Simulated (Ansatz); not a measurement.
Basis-set extrapolation for `FC(F)C(F)(F)C(F)C(F)(F)F` (PBE0-D4/def2-TZVP geometry, frozen core, Ansatz). Multiplicity 1, RHF reference.

```json
{"": "HF", "def2-TZVPP": "-948.558413", "def2-QZVPP": "-948.598537"}
{"": "MP2 correlation", "def2-TZVPP": "-2.610101", "def2-QZVPP": "-2.846099"}
{"": "CCSD(T) correlation", "def2-TZVPP": "-2.715192", "def2-QZVPP": "not run"}
```

Energies in hartree. Use E(X) = E(∞) + A·exp(−7.88·√X) for Hartree–Fock and E(X) = E(∞) + B·X^(−2.97) for correlation, with X = 3 and 4, and add CCSD(T) minus MP2 of the smaller set to the MP2 limit.

What is the CCSD(T) energy at the basis-set limit?

HF limit: -948.598537 + (-0.040124) × 0.13774 = -948.60406. MP2 limit: -2.846099 + (-0.235998) × 0.74074 = -3.02091. Higher-order term: -2.715192 − (-2.610101) = -0.10509. Total: -951.73006 hartree, 12.42 eV below CCSD(T)/def2-TZVPP.
